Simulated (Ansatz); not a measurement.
Total energies of `CC(C)[O][GeH3]`.

```tsv
atom	x (Å)	y (Å)	z (Å)
C1	-0.966	-0.473	-1.028
C2	0.339	-0.318	-0.268
C3	1.521	-0.156	-1.199
O4	0.310	0.823	0.574
Ge5	-0.634	0.801	2.080
H6	-1.811	-0.613	-0.350
H7	-1.156	0.419	-1.630
H8	-0.926	-1.339	-1.693
H9	0.497	-1.220	0.345
H10	2.443	-0.044	-0.627
H11	1.390	0.736	-1.816
H12	1.620	-1.023	-1.856
H13	-0.088	1.975	2.899
H14	-2.136	0.987	1.790
H15	-0.402	-0.555	2.778
```

Total charge 0; spin multiplicity 1. Correlated methods include outer-core shells of Ge, which these sets cover unevenly. Scalar relativity is left out up to krypton. Geometry: relaxed with PBE0-D4/def2-TZVP. It is one conformer, not always the lowest. Basis def2-TZVPP, the Gaussian-basis code of Ansatz.

RPA on PBE orbitals: Hartree–Fock energy of these orbitals -2269.66959 Eh, correlation -1.69577 Eh (frozen core).

```json
{"functional": "BLYP", "energy without D4 (Eh)": "-2272.60823", "D4 term (kJ/mol)": "-64.1"}
{"functional": "PBE-QIDH", "energy without D4 (Eh)": "-2271.80573", "D4 term (kJ/mol)": "–"}
```

(1) Give the same for LDA (SPW92), PBE, revPBE, r2SCAN, B97M-V, PBE0, B3LYP, r2SCANh, r2SCAN0, HSE06 (plane-wave form), BHLYP, CAM-B3LYP, LC-ωPBE, ωB97X-V, ωB97M-V, B2PLYP. (An estimate is asked.)

B3LYP takes the VWN-RPA correlation (the form of Gaussian; ORCA's B3LYP/G). HSE06 is the plane-wave form, built on full-range PBE exchange. The double hybrids freeze the cores in their second-order part.

Answers

(1) Computed: 
| functional | energy without D4 (Eh) | D4 term (kJ/mol) |
| --- | --- | --- |
| LDA (SPW92) | -2267.79347 | – |
| PBE | -2272.07237 | -29.1 |
| revPBE | -2272.41836 | -93.7 |
| r2SCAN | -2272.52553 | -7.6 |
| B97M-V | -2272.24622 | – |
| PBE0 | -2272.15384 | -24.6 |
| B3LYP | -2272.70566 | -46.4 |
| r2SCANh | -2272.50933 | -8.0 |
| r2SCAN0 | -2272.48669 | -8.7 |
| HSE06 (plane-wave form) | -2272.14290 | -22.8 |
| BHLYP | -2272.51279 | -33.6 |
| CAM-B3LYP | -2272.67563 | -24.8 |
| LC-ωPBE | -2272.26576 | – |
| ωB97X-V | -2272.40323 | – |
| ωB97M-V | -2272.42860 | – |
| B2PLYP | -2272.11248 | – |

LC-ωPBE has ω = 0.4 bohr⁻¹.
